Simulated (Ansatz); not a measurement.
Program: Ansatz. Geometries: PBE0-D4/def2-TZVP. ΔE: electronic, gas phase. CCSD(T)/CBS is the MP2 limit (def2-TZVPP, def2-QZVPP) plus CCSD(T) − MP2 in def2-TZVPP, frozen cores. This one scheme is used for every species, atoms too. Functionals use def2-TZVPP. Open shells (•) are unrestricted, without spin–orbit coupling. Spin–orbit coupling would lower the free atoms: a little for Al, F. def2 core potentials past Kr. For Sb outer-core shells are correlated without core-valence functions, so the limit isn't a true one: a few kJ/mol of doubt a bond, and 10 to 20 or more in all where bonds break to atoms.

Reaction (atomization): `[F][SbH][AlH2]` → Al• + F• + 3 H• + Sb•

`[F][SbH][AlH2]`:

```xyz
6

F    -0.926   -0.425    2.188
Sb    0.121   -1.395    0.880
Al    0.574    0.754   -0.654
H    -1.212   -1.657   -0.180
H     1.193    0.507   -2.098
H     0.249    2.216   -0.137
```

```json
{"species": "`[F][SbH][AlH2]`", "r2SCANh-D4 energy (Eh)": "-584.38995"}
{"species": "Al•", "r2SCANh-D4 energy (Eh)": "-242.32957"}
{"species": "F•", "r2SCANh-D4 energy (Eh)": "-99.72490"}
{"species": "H•", "r2SCANh-D4 energy (Eh)": "-0.49990"}
{"species": "Sb•", "r2SCANh-D4 energy (Eh)": "-240.29955"}
```

**Question.** Work out ΔE.

**Answer.** ΔE = 3 × (-0.49990) + (-242.32957) + (-99.72490) + (-240.29955) − (-584.38995) = 0.53623 Eh = +1407.9 kJ/mol. CCSD(T)/CBS gives +1442.8 kJ/mol.

Largest T1 diagnostic among the species: 0.018.

From BLYP to BHLYP (50 % exact exchange), in def2-TZVPP and without D4, ΔE moves by −58.0 kJ/mol: exact exchange takes away binding that semilocal exchange gives to molecules. In def2-TZVPP, CCSD(T) changes the Hartree–Fock value by +429.8 kJ/mol (the triples alone add +25.0 kJ/mol) and MP2 by +420.1 kJ/mol; breaking electron pairs costs correlation energy, which Hartree–Fock lacks. At CCSD(T), def2-SVP lies −173.9 kJ/mol from the extrapolated value and def2-TZVPP −66.9 kJ/mol: correlation converges slowly with the basis, and small sets miss more of it in the bonded molecule than in its fragments.

For atomizations the MP2-based limit and the directly extrapolated one differ by several kJ/mol either way, and by 10 to 25 for some Ge, Se and Sn compounds, so smaller differences from it don't rank the levels.
